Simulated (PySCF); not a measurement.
# How methods differ on the excitation energy of P(2+)

P(2+) [Ne] 3s2 3p1 (2P) → P(2+) [Ne] 3s1 3p1 3d1 (high-spin determinant), as a difference of total energies. Computed with PySCF 2.14 in aug-cc-pV(5+d)Z (8s7p6d4f3g2h, 136 functions), with the non-relativistic Hamiltonian (point nucleus). Correlated levels: valence: [Ne] frozen. The calculations carry no spin-orbit coupling.

```
           method  excitation energy (eV)
              UHF                  19.519
    MP2 (valence)                  20.449
SCS-MP2 (valence)                  20.941
```

Question: How much does correlation contribute at MP2 (valence)?

Answer: 20.449 − (19.519) = 0.930 eV, measured against UHF.

A first-order spin-orbit estimate (lowest level to lowest level, LS coupling) adds 0.010 eV.

The promoted electron is Rydberg-like, and one or two diffuse shells describe it only roughly, which tends to raise the upper state.

The determinant of the upper state mixes LS terms, which raises its energy above the lowest term, most at the Hartree-Fock and MP2 levels.
